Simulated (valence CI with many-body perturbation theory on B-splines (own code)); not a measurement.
## E1 transitions of I⁴⁶⁺

Level of theory: relativistic CI+MBPT: five valence electrons over a frozen Dirac-Fock core [He], radial functions for each j: 11 s, 11 p, 10 d, 8 f, 5 g, 2 h, with the one-electron correlation potential Σ1, the two-electron term Σ2, the three-electron term Σ3, Breit, model QED; selected CI, second order for the rest, scaled by the run's own slope (own B-spline code, finite nucleus).

The last digits are not significant, and no measured levels were compared; by estimate large intervals hold to a few tenths of a per cent, small ones and those within an open d or f shell to about a per cent. Among the levels kept, up to 7200 cm⁻¹ of a level comes from second order outside the variational space, and about a tenth of that is noise between levels of different J, which matters for small intervals.

Lines 101 to 150 of 600 in falling wavelength, among levels below 415.53 Ry, chosen from the strongest by gf and those to the six lowest levels. Wavelengths and rates use the calculated energies. Electric multipoles are in the length gauge, E1 and E2 with the static RPA response of the core. Weak lines are less certain than strong ones. Lines between different terms over intervals too small for the method are left out, as are lines whose strength nearly cancels. Where a level lies close to another of its J and parity, the split of strength between their lines is uncertain.

Levels are named by their leading jj configuration (3d3/2^4 stands for four electrons in 3d with j = 3/2), which in mixed levels can hold well under half, so a name can repeat and another be missing. Letters in brackets count levels of one name in rising energy.

```tsv
λ vac (nm)	Upper	Lower	A (s⁻¹)	S (a.u.)
7.941	(2s 2p1/2 2p3/2^2 3d3/2) J=9/2	(2s 2p1/2 2p3/2^2 3p1/2) J=7/2	4.08e+10	1.01e-01
7.922	(2s 2p1/2^2 2p3/2 3p3/2) J=1/2 [a]	(2s 2p1/2^2 2p3/2 3s) J=3/2 [a]	5.87e+10	2.88e-02
7.909	(2s 2p1/2 2p3/2^2 3p3/2) J=5/2 [d]	(2s 2p1/2 2p3/2^2 3s) J=3/2 [c]	4.01e+10	5.88e-02
7.904	(2s 2p1/2 2p3/2^2 3p3/2) J=3/2 [d]	(2s 2p1/2 2p3/2^2 3s) J=3/2 [b]	3.25e+10	3.17e-02
7.871	(2s^2 2p3/2^2 3d3/2) J=5/2	(2s^2 2p3/2^2 3p1/2) J=5/2	1.90e+10	2.74e-02
7.844	(2s^2 2p1/2 2p3/2 3d3/2) J=1/2 [b]	(2s^2 2p1/2 2p3/2 3p1/2) J=3/2 [b]	4.08e+10	1.95e-02
7.843	(2s 2p1/2 2p3/2^2 3d3/2) J=9/2	(2s^2 2p3/2^2 3d5/2) J=7/2	1.15e+10	2.74e-02
7.834	(2s 2p1/2 2p3/2^2 3p3/2) J=7/2 [a]	(2s 2p1/2 2p3/2^2 3s) J=5/2 [a]	6.81e+10	1.29e-01
7.818	(2s^2 2p1/2 2p3/2 3d3/2) J=3/2 [a]	(2s^2 2p1/2 2p3/2 3p1/2) J=3/2 [a]	2.37e+10	2.23e-02
7.810	(2s 2p1/2^2 2p3/2 3p3/2) J=7/2	(2s 2p1/2^2 2p3/2 3s) J=5/2	5.59e+10	1.05e-01
7.802	(2s^2 2p1/2 2p3/2 3p3/2) J=3/2 [a]	(2s^2 2p1/2 2p3/2 3s) J=1/2	3.31e+10	3.10e-02
7.787	(2s^2 2p3/2^2 3p3/2) J=3/2 [b]	(2s^2 2p3/2^2 3s) J=1/2	5.93e+10	5.53e-02
7.765	(2s 2p1/2 2p3/2^2 3p3/2) J=3/2 [e]	(2s 2p1/2 2p3/2^2 3s) J=3/2 [d]	3.45e+10	3.19e-02
7.764	(2s 2p1/2 2p3/2^2 3p3/2) J=5/2 [a]	(2s 2p1/2 2p3/2^2 3s) J=5/2 [a]	1.87e+10	2.59e-02
7.762	(2s 2p1/2 2p3/2^2 3p3/2) J=3/2 [c]	(2s 2p1/2 2p3/2^2 3s) J=1/2 [a]	8.53e+10	7.88e-02
7.748	(2s^2 2p3/2^2 3d3/2) J=3/2 [a]	(2s^2 2p3/2^2 3p1/2) J=3/2	4.32e+10	3.96e-02
7.733	(2s 2p1/2 2p3/2^2 3p3/2) J=5/2 [e]	(2s 2p1/2 2p3/2^2 3s) J=3/2 [d]	5.36e+10	7.33e-02
7.728	(2s 2p1/2 2p3/2^2 3p3/2) J=5/2 [e]	(2s 2p1/2 2p3/2^2 3s) J=5/2 [c]	1.56e+10	2.13e-02
7.728	(2s 2p1/2^2 2p3/2 3d3/2) J=5/2 [b]	(2s 2p1/2^2 2p3/2 3p1/2) J=3/2 [b]	5.48e+10	7.49e-02
7.724	(2s^2 2p1/2 2p3/2 3d3/2) J=5/2 [a]	(2s^2 2p1/2 2p3/2 3p1/2) J=3/2 [a]	4.74e+10	6.47e-02
7.698	(2s 2p1/2 2p3/2^2 3d3/2) J=3/2 [a]	(2s 2p1/2 2p3/2^2 3p1/2) J=3/2 [a]	4.93e+10	4.44e-02
7.697	(2s 2p1/2 2p3/2^2 3d3/2) J=7/2 [c]	(2s 2p1/2 2p3/2^2 3p1/2) J=5/2 [c]	5.36e+10	9.65e-02
7.687	(2s 2p1/2 2p3/2^2 3d3/2) J=7/2 [a]	(2s 2p1/2 2p3/2^2 3p1/2) J=5/2 [a]	4.62e+10	8.28e-02
7.666	(2s^2 2p3/2^2 3d3/2) J=5/2	(2s^2 2p3/2^2 3p1/2) J=3/2	2.64e+10	3.52e-02
7.665	(2s^2 2p1/2 2p3/2 3d3/2) J=7/2	(2s^2 2p1/2 2p3/2 3p1/2) J=5/2	5.72e+10	1.02e-01
7.664	(2s 2p1/2 2p3/2^2 3d3/2) J=7/2 [b]	(2s 2p1/2 2p3/2^2 3p1/2) J=7/2	1.36e+10	2.41e-02
7.633	(2s 2p1/2^2 2p3/2 3s) J=5/2	(2s^2 2p1/2 2p3/2 3s) J=3/2 [b]	1.97e+10	2.59e-02
7.633	(2s 2p1/2 2p3/2^2 3d3/2) J=1/2 [a]	(2s 2p1/2 2p3/2^2 3p1/2) J=3/2 [a]	6.70e+10	2.94e-02
7.627	(2s^2 2p1/2^2 3d3/2) J=3/2	(2s^2 2p1/2^2 3p1/2) J=1/2	6.29e+10	5.51e-02
7.625	(2s 2p1/2 2p3/2^2 3d3/2) J=3/2 [d]	(2s 2p1/2 2p3/2^2 3p1/2) J=3/2 [b]	2.71e+10	2.37e-02
7.623	(2s 2p1/2^2 2p3/2 3p3/2) J=3/2 [b]	(2s 2p1/2^2 2p3/2 3s) J=3/2 [b]	4.47e+10	3.91e-02
7.608	(2s 2p1/2 2p3/2^2 3d3/2) J=3/2 [c]	(2s 2p1/2 2p3/2^2 3p1/2) J=1/2 [a]	4.64e+10	4.04e-02
7.605	(2s^2 2p3/2^2 3d3/2) J=1/2	(2s^2 2p3/2^2 3p1/2) J=3/2	5.09e+10	2.21e-02
7.604	(2s 2p1/2^2 2p3/2 3d3/2) J=3/2 [a]	(2s 2p1/2^2 2p3/2 3p1/2) J=3/2 [a]	2.63e+10	2.28e-02
7.596	(2s 2p1/2 2p3/2^2 3d3/2) J=5/2 [c]	(2s 2p1/2 2p3/2^2 3p1/2) J=3/2 [b]	4.06e+10	5.27e-02
7.587	(2s 2p1/2 2p3/2^2 3p3/2) J=5/2 [b]	(2s 2p1/2 2p3/2^2 3s) J=5/2 [b]	5.99e+10	7.74e-02
7.584	(2s 2p1/2 2p3/2^2 3d3/2) J=1/2 [b]	(2s 2p1/2 2p3/2^2 3p1/2) J=1/2 [b]	4.43e+10	1.91e-02
7.583	(2s 2p1/2 2p3/2^2 3d3/2) J=5/2 [a]	(2s 2p1/2 2p3/2^2 3p1/2) J=3/2 [a]	2.76e+10	3.56e-02
7.558	(2s^2 2p1/2 2p3/2 3d3/2) J=3/2 [a]	(2s^2 2p1/2 2p3/2 3p1/2) J=1/2	3.31e+10	2.82e-02
7.553	(2s^2 2p1/2^2 3p3/2) J=3/2	(2s^2 2p1/2^2 3s) J=1/2	9.72e+10	8.27e-02
7.537	(2s 2p1/2^2 2p3/2 3d3/2) J=1/2 [a]	(2s 2p1/2^2 2p3/2 3p1/2) J=3/2 [a]	5.99e+10	2.53e-02
7.504	(2s 2p1/2 2p3/2^2 3d3/2) J=3/2 [d]	(2s 2p1/2 2p3/2^2 3p1/2) J=1/2 [b]	2.78e+10	2.32e-02
7.496	(2s 2p1/2^2 2p3/2 3p3/2) J=3/2 [b]	(2s 2p1/2^2 2p3/2 3s) J=1/2	5.81e+10	4.83e-02
7.494	(2s 2p1/2^2 2p3/2 3p3/2) J=5/2 [a]	(2s^2 2p1/2 2p3/2 3p3/2) J=5/2 [b]	3.12e+10	3.88e-02
7.484	(2s 2p1/2^2 2p3/2 3d3/2) J=3/2 [b]	(2s 2p1/2^2 2p3/2 3p1/2) J=3/2 [b]	2.33e+10	1.93e-02
7.432	(2s 2p1/2 2p3/2^2 3d3/2) J=5/2 [d]	(2s 2p1/2 2p3/2^2 3p1/2) J=3/2 [c]	3.17e+10	3.86e-02
7.427	(2s 2p1/2^2 2p3/2 3d3/2) J=3/2 [b]	(2s 2p1/2^2 2p3/2 3p1/2) J=1/2	2.83e+10	2.29e-02
7.411	(2s 2p1/2 2p3/2^2 3p3/2) J=3/2 [a]	(2s 2p1/2 2p3/2^2 3s) J=3/2 [a]	6.96e+10	5.59e-02
7.391	(2s^2 2p1/2 2p3/2 3d3/2) J=1/2 [a]	(2s^2 2p1/2 2p3/2 3p1/2) J=1/2	5.80e+10	2.31e-02
7.380	(2s 2p1/2^2 2p3/2 3d3/2) J=7/2	(2s^2 2p1/2 2p3/2 3d3/2) J=5/2 [b]	1.27e+10	2.01e-02
```
